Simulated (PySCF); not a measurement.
Property card for `O=CO[SiH]1SCCS1`

C3H6O2S2Si.
Cartesian coordinates in Å at the PBE0-D3(BJ)/def2-SVP level; atoms count from 1:
```
atom  x, y, z in Å
O1     3.324   -0.520   -0.194
C2     3.029   -0.187    0.919
O3     1.873    0.385    1.248
Si4    0.750    0.718   -0.012
S5    -0.120   -0.993   -0.922
C6    -1.623   -0.967    0.129
C7    -2.170    0.436    0.276
S8    -0.925    1.583    0.984
H9     3.681   -0.319    1.808
H10    1.447    1.596   -0.979
H11   -1.388   -1.406    1.111
H12   -2.354   -1.618   -0.376
H13   -2.510    0.829   -0.693
H14   -3.020    0.449    0.976
```

PBE0-D3(BJ)/def2-SVP geometry optimisation, gas phase (PySCF):

* Point group: C1
* Rotational constants A, B, C: 2.129, 0.940, 0.721 GHz

From CAM-B3LYP/def2-SVPD ground state, ΔSCF and vertical TDDFT (core frozen in the response) (PySCF):

- Dipole moment: 2.85 D
- HOMO energy: -8.62 eV
- LUMO energy: 0.35 eV
- HOMO–LUMO gap: 8.97 eV
- Lowest singlet excitation: 5.46 eV (227 nm, f = 0.002)
- Strongest line among the 10 lowest singlet transitions: S4 at 6.52 eV (190 nm, f = 0.026)
- Lowest triplet excitation (Tamm–Dancoff): 5.06 eV
- Static isotropic polarisability: 102.6 au
- Vertical ionisation energy: 9.40 eV
- Electronic spatial extent ⟨r²⟩ about the centre of nuclear charge: 1574 bohr²

PBE0/pcSseg-1 ground state and GIAO shieldings, non-relativistic (PySCF):

- Lowest Hirshfeld atomic charge: -0.24 e on O1
- Highest Hirshfeld atomic charge: +0.35 e on Si4
- 13C chemical shifts (computed TMS as zero) by class: 166.3 (C2), 40.4 (C6/C7) ppm
- 1H chemical shifts (computed TMS as zero) by class: 7.81 (H9), 6.22 (H10), 2.82 (H11/H14), 2.74 (H12/H13) ppm
- Isotropic shieldings of nuclei other than C and H, by class: -147 (O1), 81 (O3), 318 (Si4), 583 (S5/S8) ppm
- Mayer bond orders between heavy atoms: O1–C2 1.94, C2–O3 1.11, O3–Si4 0.80, Si4–S5 1.01, S5–C6 0.99, C6–C7 1.00, C7–S8 0.99, S8–Si4 1.00

Monoisotopic mass from the formula: 165.9578 u.

The ΔSCF ionisation energy exceeds −ε(HOMO) by 0.78 eV with CAM-B3LYP. The principal polarisabilities are 84.4, 103.5 and 119.8 au; their mean is the isotropic value. The 10 singlets span 5.46 to 7.31 eV, and their oscillator strengths add up to 0.12. The rotational constants make it an asymmetric top with κ = (2B − A − C)/(A − C) = -0.69, nearer the prolate limit (−1). The polarisability is 15.20 Å³ as a volume (1 au = 0.148185 Å³), or 1.19 au for each of the 86 electrons.

 NMR classes are plain means over equivalent atoms (diastereotopic ones count apart unless rotation or inversion swaps them), as if these changed places fast; in this geometry the members of some classes differ.

One conformer stands for the species.
